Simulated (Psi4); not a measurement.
## Which level was it?

GeO: 2 atoms, total charge 0, spin state singlet. As SMILES, `[O]=[Ge]`. The shape is that of a PBE0-D4/def2-TZVP optimisation.

```xyz
2

O     0.0000    0.0000   -0.0230
Ge    0.0000    0.0000    1.5995
```

A calculation with Psi4 1.11 gave:

```yaml
total_energy: -2152.2796 Eh
dipole_moment: 2.88 D
HOMO_energy: -7.23 eV
LUMO_energy: -2.74 eV
HOMO–LUMO_gap: 4.49 eV
largest_force: 0.804 eV/Å
```

Task: Which of these levels gave the numbers?
A. wB97X/cc-pVTZ
B. SVWN5/cc-pVTZ
C. TPSS/cc-pVTZ
D. B2PLYP/cc-pVTZ (density fitting for correlation)

Result: C. The others give -2148.6309 Eh (SVWN5/cc-pVTZ), -2151.8763 Eh (B2PLYP/cc-pVTZ (density fitting for correlation)), -2152.3180 Eh (wB97X/cc-pVTZ).
